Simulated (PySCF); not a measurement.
## Calculated NMR data

PySCF calculation with PBE0/pcSseg-1 with gauge-including orbitals and geometry from GFN2-xTB; one computed conformer, relativity neglected, isolated molecule, rapidly exchanging positions averaged.

δ = σ(ref) − σ, references computed at the same level: 1H (σ = 31.72 ppm), 13C (σ = 186.93 ppm) vs TMS. Where no couplings were computed, multiplicities follow the n + 1 count of equivalent neighbours, and m marks all less simple cases (inequivalent or close neighbours, rings, F or P nearby). Shifts are as computed. Against solution values, carbons near 30 ppm lie about +3 ppm off and those near 130 ppm about +5 ppm. Of 1309 compounds with measured shifts, 239 miss one by over three times the rms of a fit or turn the order of signals round; such compounds aren't used in these exercises.

**1.** `C=C1C=C([SiH2]C)C=CO1`, C7H10OSi. 1H NMR (500 MHz, computed): δ 6.69 (d, 1H), 6.29 (s, 1H), 5.20 (d, 1H), 4.39 (br s, 1H), 4.28 (q, 2H), 4.15 (br s, 1H), 0.21 (t, 3H). 13C{1H} NMR (computed): δ 162.7 (C), 154.0 (CH), 139.2 (C), 137.5 (CH), 109.7 (CH), 89.7 (CH2), -4.7 (CH3).

**2.** SMILES Cc1ncoc1N([SiH3])[SiH3], C4H10N2OSi2. 1H NMR (500 MHz, computed): δ 7.17 (s, 1H), 4.98 (s, 6H), 2.67 (s, 3H). 13C{1H} NMR (computed): δ 156.3 (C), 144.2 (CH), 117.0 (C), 15.2 (CH3).
